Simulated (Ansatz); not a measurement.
Relaxation of BrGaH₄O₃ (9 atoms, charge 0, multiplicity 1), to a largest force component of 0.03 eV/Å in at most 50 steps.

All numbers below come from RKS BHLYP-D4/def2-SVP in Ansatz 0.2.0.

```xyz
9
Properties=species:S:1:pos:R:3
Ga -0.506 -0.234 -0.792
Br 1.231 -1.861 -0.935
O -0.560 1.118 -1.911
O -1.774 -0.555 0.381
H 1.813 -0.321 1.344
O 1.348 0.452 1.681
H 0.199 1.223 -2.481
H -2.483 0.086 0.394
H 0.732 0.093 2.320
```

**Question.** Where does it end, and by what steps?

**Answer.** The forces met the threshold. After 14 steps the energy has fallen by 0.740 eV; H9 moved furthest, 0.67 Å. Joined: Ga1–O6 (3.17 → 2.07 Å).

```json
{"step": "0", "energy less start (eV)": "0.0000", "largest force component (eV/Å)": "1.073", "accepted": "yes"}
{"step": "1", "energy less start (eV)": "-0.1568", "largest force component (eV/Å)": "1.513", "accepted": "yes"}
{"step": "2", "energy less start (eV)": "-0.3184", "largest force component (eV/Å)": "1.435", "accepted": "yes"}
{"step": "3", "energy less start (eV)": "-0.5714", "largest force component (eV/Å)": "1.066", "accepted": "yes"}
{"step": "4", "energy less start (eV)": "-0.6365", "largest force component (eV/Å)": "1.141", "accepted": "yes"}
{"step": "5", "energy less start (eV)": "-0.7014", "largest force component (eV/Å)": "0.435", "accepted": "yes"}
{"step": "6", "energy less start (eV)": "-0.7217", "largest force component (eV/Å)": "0.258", "accepted": "yes"}
{"step": "7", "energy less start (eV)": "-0.7301", "largest force component (eV/Å)": "0.161", "accepted": "yes"}
{"step": "8", "energy less start (eV)": "-0.7223", "largest force component (eV/Å)": "0.633", "accepted": "no"}
{"step": "9", "energy less start (eV)": "-0.7347", "largest force component (eV/Å)": "0.047", "accepted": "yes"}
{"step": "10", "energy less start (eV)": "-0.7379", "largest force component (eV/Å)": "0.038", "accepted": "yes"}
{"step": "11", "energy less start (eV)": "-0.7389", "largest force component (eV/Å)": "0.300", "accepted": "yes"}
{"step": "12", "energy less start (eV)": "-0.7401", "largest force component (eV/Å)": "0.033", "accepted": "yes"}
{"step": "13", "energy less start (eV)": "-0.7400", "largest force component (eV/Å)": "0.064", "accepted": "no"}
{"step": "14", "energy less start (eV)": "-0.7402", "largest force component (eV/Å)": "0.015", "accepted": "yes"}
```

```xyz
9
Properties=species:S:1:pos:R:3
Ga -0.165 -0.167 -0.476
Br 1.076 -2.011 -1.129
O -0.301 1.204 -1.589
O -1.472 -0.386 0.727
H 1.675 -0.272 1.365
O 0.983 0.361 1.162
H 0.267 1.192 -2.354
H -2.365 -0.204 0.451
H 0.302 0.284 1.842
```

Whether the end is a true minimum wasn't checked by a vibrational analysis.

The run took 68 s on 4 threads of Arm Neoverse N1, with other jobs on the host, peak memory 0.36 GiB.
